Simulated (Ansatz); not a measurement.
CaSi₂. Total charge 0; singlet. Geometry PBE-D4/def2-TZVP.

```xyz
3

Ca    1.529   -0.290    0.590
Si   -1.120   -0.765    0.179
Si   -0.409    1.055   -0.770
```

The restricted singlet is unstable towards broken spin symmetry in Hartree–Fock (as tested in another run); at HF/STO-3G this wasn't settled. The structure comes from a short search, and lower isomers may exist.

Question: Estimate the orbital energies around the gap (eV) in Ansatz with HF/STO-3G, BLYP-D4/def2-TZVP, r2SCAN-D4/def2-TZVPD, PBE0-D4/def2-SVP, PBE0-D4/def2-TZVP.

Answer: 
```json
{"orbital": "HOMO−5", "HF/STO-3G": "-33.54", "BLYP-D4/def2-TZVP": "-27.21", "r2SCAN-D4/def2-TZVPD": "-28.39", "PBE0-D4/def2-SVP": "-30.19", "PBE0-D4/def2-TZVP": "-30.14"}
{"orbital": "HOMO−4", "HF/STO-3G": "-16.05", "BLYP-D4/def2-TZVP": "-11.41", "r2SCAN-D4/def2-TZVPD": "-11.93", "PBE0-D4/def2-SVP": "-13.23", "PBE0-D4/def2-TZVP": "-13.18"}
{"orbital": "HOMO−3", "HF/STO-3G": "-9.51", "BLYP-D4/def2-TZVP": "-7.66", "r2SCAN-D4/def2-TZVPD": "-7.91", "PBE0-D4/def2-SVP": "-8.79", "PBE0-D4/def2-TZVP": "-8.84"}
{"orbital": "HOMO−2", "HF/STO-3G": "-4.69", "BLYP-D4/def2-TZVP": "-4.76", "r2SCAN-D4/def2-TZVPD": "-4.96", "PBE0-D4/def2-SVP": "-5.63", "PBE0-D4/def2-TZVP": "-5.60"}
{"orbital": "HOMO−1", "HF/STO-3G": "-3.43", "BLYP-D4/def2-TZVP": "-4.16", "r2SCAN-D4/def2-TZVPD": "-4.46", "PBE0-D4/def2-SVP": "-5.06", "PBE0-D4/def2-TZVP": "-5.05"}
{"orbital": "HOMO", "HF/STO-3G": "-2.66", "BLYP-D4/def2-TZVP": "-4.00", "r2SCAN-D4/def2-TZVPD": "-4.18", "PBE0-D4/def2-SVP": "-4.87", "PBE0-D4/def2-TZVP": "-4.88"}
{"orbital": "LUMO", "HF/STO-3G": "3.40", "BLYP-D4/def2-TZVP": "-2.84", "r2SCAN-D4/def2-TZVPD": "-2.64", "PBE0-D4/def2-SVP": "-2.36", "PBE0-D4/def2-TZVP": "-2.42"}
{"orbital": "LUMO+1", "HF/STO-3G": "4.72", "BLYP-D4/def2-TZVP": "-2.51", "r2SCAN-D4/def2-TZVPD": "-2.53", "PBE0-D4/def2-SVP": "-1.86", "PBE0-D4/def2-TZVP": "-1.87"}
{"orbital": "LUMO+2", "HF/STO-3G": "6.39", "BLYP-D4/def2-TZVP": "-1.92", "r2SCAN-D4/def2-TZVPD": "-1.83", "PBE0-D4/def2-SVP": "-1.16", "PBE0-D4/def2-TZVP": "-1.18"}
{"orbital": "LUMO+3", "HF/STO-3G": "7.98", "BLYP-D4/def2-TZVP": "-1.59", "r2SCAN-D4/def2-TZVPD": "-1.38", "PBE0-D4/def2-SVP": "-0.72", "PBE0-D4/def2-TZVP": "-1.09"}
{"orbital": "LUMO+4", "HF/STO-3G": "10.67", "BLYP-D4/def2-TZVP": "-1.56", "r2SCAN-D4/def2-TZVPD": "-1.32", "PBE0-D4/def2-SVP": "-0.72", "PBE0-D4/def2-TZVP": "-0.97"}
{"orbital": "LUMO+5", "HF/STO-3G": "12.92", "BLYP-D4/def2-TZVP": "-1.53", "r2SCAN-D4/def2-TZVPD": "-1.24", "PBE0-D4/def2-SVP": "-0.61", "PBE0-D4/def2-TZVP": "-0.77"}
```
